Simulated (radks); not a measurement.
Values are calculated unless marked as measured or tabulated.
Excited configurations of neutral caesium: one electron is placed in a higher orbital outside [Xe]. The ground configuration is [Xe] 6s1. Code: a radial shooting solver on a logarithmic mesh with Libxc functionals. Model: scalar-relativistic Kohn-Sham, PBE, spin-unpolarised, spherical densities, finite nucleus; Fermi nuclear charge, rms radius 4.8041 fm. Excitation = E - E(ground); binding = E(ion) - E, where the ion is the core of charge +1; n* = 1/sqrt(2 binding) in atomic units, and the quantum defect is n - n*.

| outer orbital | excitation (eV) | binding (eV) | n* | eigenvalue (eV) | <r> (bohr) |
|---|---|---|---|---|---|
| 6d | 2.560 | 1.304 | 3.231 | -0.686 | 13.77 |
| 7s | 2.087 | 1.777 | 2.767 | -1.075 | 12.27 |
| 7p | 2.524 | 1.339 | 3.188 | -0.791 | 15.52 |
| 7d | 3.047 | 0.816 | 4.083 | -0.492 | 24.35 |

The Delta-SCF ionisation energy is 3.863 eV (NIST Atomic Spectra Database: 3.894 eV, measured). Self-interaction in the functional shifts the binding energies and quantum defects, so they are the method's values and not measured ones. Spin polarisation and multiplet splitting are left out, so open shells lie too high by an amount that depends on their filling.

Beside tabulated values, note that spin-unpolarised runs miss the spin-polarisation part of the exchange energy of open shells.
